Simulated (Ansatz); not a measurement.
Consider the ligand exchange at the Sn–N bond: `[NH2][SnH2][Cl]` + HCl → `[Cl][SnH2][Cl]` + NH₃.

Isolated molecules relaxed with PBE0-D4/def2-TZVP in Ansatz; ΔE leaves out vibrations. CBS: MP2 limit from def2 TZ/QZ plus the TZ coupled-cluster correction, frozen cores. This one scheme is used for every species. Functionals use def2-TZVPP. B3LYP here is the variant with VWN-RPA as its local correlation; programs differ in this. def2 core potentials past Kr. For Sn outer-core shells are correlated without core-valence functions, which leaves a few kJ/mol of doubt a bond. One conformer a species, not always the lowest.

| level | ΔE (kJ/mol) | difference from CCSD(T)/CBS |
| --- | --- | --- |
| PBE-D4 | -85.9 | -0.2 |
| r2SCAN-D4 | -89.1 | -3.4 |
| PBE0-D4 | -89.4 | -3.7 |
| B3LYP-D4 | -88.6 | -2.9 |
| ωB97X-V | -86.7 | -1.0 |
| ωB97M-V | -87.5 | -1.8 |
| B2PLYP | -86.0 | -0.3 |
| PBE | -86.2 | -0.5 |
| r2SCAN | -89.3 | -3.6 |
| PBE0 | -89.6 | -3.9 |
| B3LYP | -88.9 | -3.2 |
| HF/def2-TZVPP | -97.5 | -11.8 |
| MP2/def2-TZVPP | -81.3 | 4.4 |
| SCS-MP2/def2-TZVPP | -81.3 | 4.4 |
| CCSD/def2-TZVPP | -81.2 | 4.5 |
| CCSD(T)/def2-TZVPP | -79.6 | 6.1 |
| HF/def2-QZVPP | -98.5 | -12.8 |
| MP2/def2-QZVPP | -85.1 | 0.6 |
| SCS-MP2/def2-QZVPP | -85.0 | 0.7 |
| HF/CBS(def2) | -98.6 | -12.9 |
| MP2/CBS(def2) | -87.3 | -1.6 |
| CCSD/CBS(def2) | -87.3 | -1.6 |
| CCSD(T)/CBS | -85.7 | 0 |

Largest T1 diagnostic among the species: 0.012.

From PBE to PBE0 (25 % exact exchange), in def2-TZVPP and without D4, ΔE moves by −3.4 kJ/mol. In def2-TZVPP, CCSD(T) changes the Hartree–Fock value by +17.9 kJ/mol (the triples alone add +1.6 kJ/mol) and MP2 by +16.3 kJ/mol.
